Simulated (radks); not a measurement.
Q: Excited configurations of neutral hydrogen: one electron is placed in a higher orbital outside the bare nucleus. The ground configuration is 1s1. All-electron calculation, Dirac Kohn-Sham, PBE, spin-unpolarised, spherical densities, finite nucleus; open shells fill j = l - 1/2 first; Gaussian nuclear charge, rms radius 0.8783 fm. Program: a radial shooting solver on a logarithmic mesh with Libxc functionals. Excitation = E - E(ground); binding = E(ion) - E, where the ion is the core of charge +1; n* = 1/sqrt(2 binding) in atomic units, and the quantum defect is n - n*.

outer orbital  excitation (eV)  binding (eV)     n*  quantum defect  eigenvalue (eV)  <r> (bohr)
2s1/2                    9.035         3.454  1.985           0.015           -1.983       5.877
4d3/2                   11.548         0.940  3.804           0.196           -0.548       20.10
6d3/2                   12.039         0.449  5.504           0.496           -0.297       47.48

Estimate the row for 4s1/2.

A: excitation (eV) 11.530; binding (eV) 0.958; n* 3.768; quantum defect 0.232; eigenvalue (eV) -0.619; <r> (bohr) 22.58. The Delta-SCF ionisation energy is 12.488 eV (NIST Atomic Spectra Database: 13.598 eV, theoretical). Self-interaction in the functional shifts the binding energies and quantum defects, so they are the method's values and not measured ones. Spin polarisation and multiplet splitting are left out, so open shells lie too high by an amount that depends on their filling.

Beside tabulated values, note that spin-unpolarised runs miss the spin-polarisation part of the exchange energy of open shells.
